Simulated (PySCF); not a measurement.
All values below come from PBE-D3(BJ)/def2-TZVP // B3LYP-D3(BJ)/def2-TZVP (PySCF). All species are isolated molecules in the gas phase. Excitations are Tamm–Dancoff values on a coarser integration grid. The basis has no diffuse functions, so Rydberg states are missing or too high.

Reference species (SMILES): `C(#C)C(=O)C` (neutral, multiplicity 1).

The LUMO is -2.77 eV. The HOMO is -6.18 eV and the S1 excitation (TDA) is 3.65 eV. The S1–T1 gap (TDA) is 0.56 eV.

After one change: the LUMO rises by 0.81 eV; the HOMO decreases by 0.04 eV; the S1 excitation (TDA) increases by 0.79 eV; the S1–T1 gap (TDA) drops by 0.13 eV.

Problem. Name the change that produced these shifts. The new species is one of these.
A) `C#CC=O`
B) `C#CC(N)=O`
C) `C#C[SeH]`
D) `C#CO[SiH3]`

Solution. B, `C#CC(N)=O`
